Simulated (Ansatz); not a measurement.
Relaxation of AlBrH$_{4}$ (6 atoms, charge 0, multiplicity 1), to a largest force component of 0.03 eV/Å in at most 50 steps.

Computed with Ansatz, RKS B3LYP-D4/def2-SVP.

```xyz
6
Properties=species:S:1:pos:R:3
Al -0.006 0.251 -0.052
H 0.001 0.244 1.520
H 1.375 0.312 -0.813
H -1.394 0.260 -0.803
Br 0.112 -3.021 1.458
H 0.068 -1.578 1.896
```

Problem. Where does it end, and by what steps?

Solution. It converged. After 9 steps the energy has fallen by 0.207 eV; Br5 moved furthest, 0.70 Å. Joined: Al1–Br5 (3.60 → 2.88 Å).

```json
{"step": "0", "energy less start (eV)": "0.0000", "largest force component (eV/Å)": "1.296", "accepted": "yes"}
{"step": "1", "energy less start (eV)": "-0.0599", "largest force component (eV/Å)": "0.152", "accepted": "yes"}
{"step": "2", "energy less start (eV)": "-0.0678", "largest force component (eV/Å)": "0.120", "accepted": "yes"}
{"step": "3", "energy less start (eV)": "-0.0978", "largest force component (eV/Å)": "0.517", "accepted": "yes"}
{"step": "4", "energy less start (eV)": "-0.1072", "largest force component (eV/Å)": "0.544", "accepted": "yes"}
{"step": "5", "energy less start (eV)": "-0.1520", "largest force component (eV/Å)": "0.306", "accepted": "yes"}
{"step": "6", "energy less start (eV)": "-0.1822", "largest force component (eV/Å)": "0.205", "accepted": "yes"}
{"step": "7", "energy less start (eV)": "-0.1996", "largest force component (eV/Å)": "0.380", "accepted": "yes"}
{"step": "8", "energy less start (eV)": "-0.2068", "largest force component (eV/Å)": "0.127", "accepted": "yes"}
{"step": "9", "energy less start (eV)": "-0.2072", "largest force component (eV/Å)": "0.006", "accepted": "yes"}
```

```xyz
6
Properties=species:S:1:pos:R:3
Al 0.001 0.188 -0.004
H -0.005 0.738 1.489
H 1.371 0.120 -0.803
H -1.374 0.042 -0.785
Br 0.084 -2.523 0.970
H 0.079 -2.098 2.337
```

Whether the end is a true minimum wasn't checked by a vibrational analysis.

Run time: 20 s on 1 thread of Arm Neoverse V2, with other jobs on the host, peak memory 0.13 GiB.
